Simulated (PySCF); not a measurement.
Sn(H)(Cl)2(Et) (C₂H₆Cl₂Sn), SMILES C[CH2][SnH]([Cl])[Cl]. Geometry: B3LYP-D3(BJ)/def2-SVP. The structure was generated by enumeration; whether it is a known compound was not checked. The def2 effective core potentials stand for the cores of Sn; spin–orbit coupling is left out. One conformer was computed; it need not be the lowest.

Computed equilibrium geometry at B3LYP-D3(BJ)/def2-SVP (PySCF confirms it by a frequency run) as a Z-matrix, and its point group (one conformer of several):
point group Cs.
```
C
H 1 1.1013
H 1 1.1013 2 107.92
C 1 1.5272 2 112.37 3 -124.44
H 4 1.1010 1 111.30 2 -179.10
H 4 1.1010 5 107.69 1 -122.24
H 4 1.1025 5 107.85 6 -116.15
Sn 1 2.1628 2 106.38 3 113.83
H 8 1.7155 1 122.84 2 -57.44
Cl 8 2.3727 9 107.15 1 123.17
Cl 8 2.3727 9 107.15 10 113.67
```
Charge 0, spin multiplicity 1.
